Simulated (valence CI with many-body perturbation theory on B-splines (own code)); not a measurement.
Results of a calculation; reference values are marked as such.
## Pd33+: input, log and results

Level of theory: configuration interaction combined with many-body perturbation theory (CI+MBPT): three valence electrons over a frozen Dirac-Fock core [Ne], radial functions for each j: 6 s, 6 p, 5 d, 3 f, 1 g, with the one-electron correlation potential Σ1 (screened to all orders), the two-electron term Σ2, the three-electron term Σ3, Breit, model QED; selected single and double excitations, second order for the rest, scaled by the run's own slope (own B-spline code, finite nucleus).

Command, and the settings that its task file holds:

```sh
python run_cv.py task.json out
```

```
atom Pd  Z=46  mass_number=106  rms_radius_fm=4.5318
core [Ne]
valence 3s2 3p1
avg = 1
basis = S
breit = 1
cap = 10000
capref = 1200
cscale = 1
de = 0.0
dress = 0
eps = 2e-08
extrap = 1
h = 0.27
hh = 1
l2 = 3
lcore = 6
maxit = 60
n2 = 5
natural = 1
nlev = 20
nno = [3, 3, 3, 2, 1]
nroot = 26
nsp = [3, 3, 2, 1, 0]
pt2 = 1
qed = 1
rpa = 1
s1 = 2
s2 = 1
s3 = 1
screen = 1
tol = 2e-05
whole = 1
```

It took 7.8 s on 1 thread of Arm Neoverse V2, with other jobs on the host.

Log. The first blocks belong to the next ion, which gives the ionisation energy. Fields: 2J, parity (1 odd), roots, reference size, generating configurations, candidates as configurations/state functions, variational space P, stored matrix elements, Davidson steps; e2 is the range of second-order energies in hartree. The first line gives the box (bohr), its intervals, the orbitals and the steps of their self-consistent field. Window is the range of levels sought, series limit the energy at which the first omitted orbital would enter, core excitation an estimate of the first excitation out of the core, left out the lowest levels not solved, and shifts from estimates the range by which levels moved from their first estimate, all in cm⁻¹.

```
rmax 2.5 intervals 57 orbitals 36 references ['3s2 3p', '3s 3p2', '3s2 3d', '3p3', '3s 3p 3d'] scf 3 t 0.6
2J=0 par=0 roots 2 ref 15 generators 4 cand 92/92 P 107/107 nnz 0 it 0
   second order: generators 7 cand 0/0 e2 -0.00000 -0.00000
reference levels 467, estimated 43, window 1959781 1/cm; series limit 11156314, core excitation 23793629
2J=1 par=1 roots 3 ref 37 generators 8 cand 38/66 P 1039/1543 nnz 0 it 3
2J=1 par=1 roots 3 ref 37 generators 9 cand 78/125 P 1117/1668 nnz 0 it 4
   second order: generators 13 cand 457/685 e2 -0.00000 -0.00000
2J=3 par=1 roots 6 ref 60 generators 13 cand 45/106 P 1214/2490 nnz 0 it 3
2J=3 par=1 roots 6 ref 60 generators 14 cand 91/233 P 1305/2723 nnz 1.2e+06 it 4
   second order: generators 18 cand 721/1576 e2 -0.00000 -0.00000
2J=1 par=0 roots 3 ref 47 generators 9 cand 153/228 P 819/1200 nnz 0 it 0
2J=1 par=0 roots 3 ref 47 generators 10 cand 175/280 P 994/1480 nnz 0 it 4
   second order: generators 11 cand 340/500 e2 -0.00000 -0.00000
2J=3 par=0 roots 5 ref 73 generators 11 cand 85/185 P 1098/2225 nnz 0 it 4
2J=3 par=0 roots 5 ref 73 generators 13 cand 169/378 P 1267/2603 nnz 1.1e+06 it 5
   second order: generators 18 cand 759/1773 e2 -0.00000 -0.00000
2J=5 par=0 roots 4 ref 71 generators 11 cand 51/140 P 1133/2421 nnz 0 it 3
2J=5 par=0 roots 4 ref 71 generators 13 cand 129/339 P 1262/2760 nnz 1.3e+06 it 5
   second order: generators 18 cand 804/2242 e2 -0.00001 -0.00000
2J=5 par=1 roots 4 ref 55 generators 9 cand 71/211 P 1195/2689 nnz 1.2e+06 it 3
2J=5 par=1 roots 4 ref 55 generators 11 cand 65/189 P 1260/2878 nnz 1.4e+06 it 5
   second order: generators 15 cand 811/2096 e2 -0.00000 -0.00000
2J=7 par=1 roots 2 ref 36 generators 3 cand 44/120 P 972/2074 nnz 0 it 3
2J=7 par=1 roots 2 ref 36 generators 7 cand 93/262 P 1065/2336 nnz 0 it 4
   second order: generators 7 cand 135/320 e2 -0.00000 -0.00000
2J=9 par=1 roots 1 ref 14 generators 1 cand 152/344 P 645/1274 nnz 0 it 0
2J=9 par=1 roots 1 ref 14 generators 2 cand 79/174 P 724/1448 nnz 0 it 4
   second order: generators 5 cand 436/1084 e2 -0.00000 -0.00000
left out: unestimated 2838575, estimated 2173521, shifts from estimates -1 to 0
operators 0.4
```

The Davidson iterations converged. The settings are bad on purpose, so the numbers may not be properties of the ion.

The last digits are not significant, and no measured levels were compared; by estimate large intervals hold to a few tenths of a per cent, small ones and those within an open d or f shell to about a per cent.

- Valence energy: -237.5823 hartree
- Ionisation energy: 2036.2 eV (NIST: 2016 ± 9 eV (semi-empirical))
- Reference configurations for the orbitals: 3s2 3p, 3s 3p2, 3s2 3d, 3p3, 3s 3p 3d
- Radial orbitals: 36
- Box radius: 2.479 bohr
- Largest variational space: 2878
- Lowest levels: (3s^2 3p1/2) J=1/2 0, (3s^2 3p3/2) J=3/2 314280, (3s 3p1/2^2) J=1/2 628140, (3s 3p1/2 3p3/2) J=3/2 [a] 845140, (3s 3p1/2 3p3/2) J=5/2 912810, (3s 3p1/2 3p3/2) J=3/2 [b] 1015900, (3s 3p1/2 3p3/2) J=1/2 1086800, (3s 3p3/2^2) J=5/2 1191100, (3s^2 3d3/2) J=3/2 1320300, (3s 3p3/2^2) J=1/2 1403600, (3s^2 3d5/2) J=5/2 1419800, (3s 3p3/2^2) J=3/2 1445700, (3p1/2^2 3p3/2) J=3/2 1680000, (3s 3p1/2 3d3/2) J=3/2 [a] 1785300 cm⁻¹

Levels are named by their leading jj configuration (3d3/2^4 stands for four electrons in 3d with j = 3/2), which in mixed levels can hold well under half, so a name can repeat and another be missing. Letters in brackets count levels of one name in rising energy.
